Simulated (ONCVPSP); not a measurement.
# magnesium: excitation energies, all-electron against ONCV

| Property | Result |
| --- | --- |
| Element | magnesium (Mg) |
| Generator | ONCVPSP 4.0.1 |
| Type | optimised norm-conserving Vanderbilt (ONCV) |
| Functional | PW91 |
| Relativity | scalar-relativistic |
| Frozen core | [He] |
| Valence charge | 10 |
| Reference configuration | 2s2 2p6 3s2 |
| Partial waves | 2s+3s: rc 0.95 bohr, ncon 4, nbas 7, qcut 14 1/bohr, 3 projectors, debl 1.3 Ha; 2p: rc 0.90 bohr, ncon 4, nbas 8, qcut 19.1 1/bohr, 1 projector; d scattering state at 0.46 Ha: rc 0.95 bohr, ncon 3, nbas 6, qcut 9 1/bohr, 3 projectors, debl 2.3 Ha |
| Local potential | polynomial inside 0.90 bohr (lpopt 1, dvloc0 0 Ha) |
| Core correction | Teter function, fcfact 3.75, rcfact 1.45 |

Energies are relative to the spin-unpolarised reference configuration 2s2 2p6 3s2; without spin polarisation the order of configurations can differ from experiment.

Give the all-electron excitation energy and the error of the potential for: 2s2 2p6 3s1; 2s2 2p6 3s0; 2s2 2p6 3s1.5; 2s2 2p6 3s0 3p1.

```csv
valence configuration,charge,ΔE all-electron (eV),error AE − PS (meV)
2s2 2p6 3s1,+1,7.993,-0.1
2s2 2p6 3s0,+2,23.063,-0.6
2s2 2p6 3s1.5,+0.5,3.161,0.0
2s2 2p6 3s0 3p1,+1,12.346,-29
```

Levels in the configuration 2s2 2p6 3s0:

```tsv
level	all-electron (eV)	pseudo (eV)
2s	-100.054	-100.069
2p	-66.869	-66.883
```
